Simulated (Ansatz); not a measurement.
Reaction (substitution at a C–Br bond): `OC([SiH3])Br` + H₂Te → `OC([SiH3])[TeH]` + HBr

Gas-phase electronic energies from Ansatz, PBE0-D4/def2-TZVP geometries. CCSD(T)/CBS is the MP2 limit (def2-TZVPP, def2-QZVPP) plus CCSD(T) − MP2 in def2-TZVPP, frozen cores. Functionals use def2-TZVPP. B3LYP here is the variant with VWN-RPA as its local correlation; programs differ in this. Elements past krypton have def2 core potentials. For Br, Te outer-core shells are correlated without core-valence functions, which leaves a few kJ/mol of doubt a bond. Scalar relativity is left out up to krypton. Each species was taken in one conformer, which may not be the lowest.

`OC([SiH3])Br`:

```xyz
9

O    -0.310   -1.613    0.234
C     0.399   -0.442    0.349
Si   -0.597    1.014   -0.352
Br    2.103   -0.497   -0.705
H     0.170   -2.331    0.661
H     0.772   -0.260    1.360
H    -0.875    0.755   -1.783
H     0.208    2.245   -0.174
H    -1.870    1.129    0.410
```

H₂Te:

Z-matrix (Å, degrees):
```
Te
H 1 1.656
H 1 1.656 2 90.4
```

`OC([SiH3])[TeH]`:

Cartesian coordinates in Å:
```
O 0.480 -1.571 0.478
C 0.145 -0.216 0.417
Si 0.438 0.435 -1.333
Te -1.951 0.190 0.910
H 0.261 -1.915 1.350
H 0.689 0.393 1.147
H 0.370 1.917 -1.291
H -0.617 -0.095 -2.236
H 1.772 0.001 -1.825
H -1.587 0.860 2.384
```

HBr:

Cartesian coordinates in Å:
```
Br 0.119 -0.693 -0.102
H -0.119 0.693 0.102
```

```
             level  ΔE (kcal/mol)  difference from CCSD(T)/CBS
            PBE-D4           -1.7                          1.5
         r2SCAN-D4           -1.0                          2.2
           PBE0-D4           -1.6                          1.6
          B3LYP-D4           -1.4                          1.8
           ωB97X-V           -0.7                          2.5
           ωB97M-V           -1.0                          2.2
            B2PLYP           -1.1                          2.1
               PBE           -1.0                          2.2
            r2SCAN           -0.8                          2.4
              PBE0           -0.9                          2.3
             B3LYP           -0.1                          3.1
     HF/def2-TZVPP            1.7                          4.9
    MP2/def2-TZVPP           -3.2                          0.0
SCS-MP2/def2-TZVPP           -2.3                          0.9
   CCSD/def2-TZVPP           -1.5                          1.7
CCSD(T)/def2-TZVPP           -2.0                          1.2
     HF/def2-QZVPP            1.4                          4.6
    MP2/def2-QZVPP           -4.0                         -0.8
SCS-MP2/def2-QZVPP           -3.0                          0.2
      HF/CBS(def2)            1.3                          4.5
     MP2/CBS(def2)           -4.4                         -1.2
    CCSD/CBS(def2)           -2.7                          0.5
       CCSD(T)/CBS           -3.2                            0
```

Largest T1 diagnostic among the species: 0.012.

The D4 term adds −1.3 kcal/mol with B3LYP and −0.7 kcal/mol with PBE0; it sums over pairs of atoms, weighted by their polarisabilities, and B3LYP, whose exchange is more repulsive, gets the larger term. In def2-TZVPP, CCSD(T) changes the Hartree–Fock value by −3.6 kcal/mol (the triples alone add −0.5 kcal/mol) and MP2 by −4.8 kcal/mol.
